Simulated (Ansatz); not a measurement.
Reaction (cleavage of the Si–Si bond): `F[SiH](F)[SiH3]` + `O[SiH2]S` → `F[SiH](F)O[SiH2]S` + SiH₄

Isolated molecules relaxed with PBE0-D4/def2-TZVP in Ansatz; ΔE leaves out vibrations. CCSD(T)/CBS adds triple-zeta CCSD(T) − MP2 to the extrapolated MP2 energy (def2 sets, frozen cores). This one scheme is used for every species. DFT in def2-TZVPP. Each species was taken in one conformer, which may not be the lowest.

```tsv
level	ΔE (kJ/mol)
ωB97X-V	-145.3
B2PLYP	-153.0
```

What does CCSD(T)/CBS give? (Estimate.)

Computed: -151.3 kJ/mol. The listed levels differ from it by 6.0, -1.7 kJ/mol.

Largest T1 diagnostic among the species: 0.013.

In def2-TZVPP, CCSD(T) changes the Hartree–Fock value by +23.7 kJ/mol (the triples alone add +3.5 kJ/mol) and MP2 by +18.0 kJ/mol. The D4 term adds −3.3 kJ/mol with B3LYP and −2.1 kJ/mol with PBE0; it sums over pairs of atoms, weighted by their polarisabilities, and B3LYP, whose exchange is more repulsive, gets the larger term. From PBE to PBE0 (25 % exact exchange), in def2-TZVPP and without D4, ΔE moves by −12.4 kJ/mol.

B3LYP here is the variant with VWN-RPA as its local correlation; programs differ in this.
